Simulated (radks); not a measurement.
The numbers below are computed, except where a source is named.
Problem. Coherent X-ray form factor from a spherical all-electron density. Level of theory: Dirac Kohn-Sham, PBE, spin-unpolarised, spherical densities, finite nucleus; Fermi nuclear charge, rms radius of each element as measured or else 0.836 A^(1/3) + 0.57 fm (a radial shooting solver on a logarithmic mesh with Libxc functionals).

| sin(theta)/lambda (1/angstrom) | f0 (electrons) |
|---|---|
| 0.05 | 37.455 |
| 0.1 | 35.967 |
| 0.15 | 33.882 |
| 0.2 | 31.558 |
| 0.25 | 29.256 |
| 0.3 | 27.126 |
| 0.4 | 23.575 |
| 0.5 | 20.864 |
| 0.6 | 18.678 |
| 0.8 | 14.996 |
| 1 | 11.893 |
| 1.25 | 9.028 |
| 1.5 | 7.259 |
| 2 | 5.566 |

The species is in the configuration that NIST lists as its ground one. Which atom or ion scatters so?

Solution. The zirconium ion Zr2+, [Kr] 4d2. Extrapolating in s^2 from the first two rows gives f0(0) = 38.0, near the electron count 38; among species with that count, the fall with angle is slower the higher Z, and the table is that of Z = 40; from so few rows the species is fixed only to a neighbour or two.
